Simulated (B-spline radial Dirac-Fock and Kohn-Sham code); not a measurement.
**What relativity does to the binding energies of Pm⁺**

System: promethium as Pm⁺ in the configuration [Xe] 4f5 6s1.

Both columns are ΔSCF binding energies of the configuration average from a radial finite-basis atomic code: non-relativistic Hartree-Fock with a point nucleus, and Dirac-Fock with a finite nucleus and the Coulomb interaction alone, averaged over the two j levels with weights 2j+1.

```
shell  Hartree-Fock (eV)  Dirac-Fock (eV)  shift (eV)  shift (%)
   1s            42952.0          45377.9    +2425.83      +5.65
   2s             6846.9           7464.9     +617.96      +9.03
   2p             6478.3           6671.4     +193.14      +2.98
   3s             1525.3           1667.7     +142.34      +9.33
   3p             1362.8           1411.7      +48.87      +3.59
   3d             1063.1           1050.1      -12.95      -1.22
   4s              320.3            352.8      +32.45     +10.13
   4p              256.5            266.4       +9.90      +3.86
   4d              142.7            139.3       -3.40      -2.39
   4f              15.41            11.54       -3.87     -25.09
   5p              32.39            33.07       +0.68      +2.11
   6s               9.66            10.13       +0.47      +4.82
```

Relativity binds 1s, 2s, 2p, 3s, 3p, 4s, 4p, 5p, 6s more strongly, among those listed most of all 4s in relative terms, and 3d, 4d, 4f more weakly, because the contracted s and p shells screen the nucleus better.

Values without a named source are computed, but for edge energies of neutral atoms, which are taken from tables.
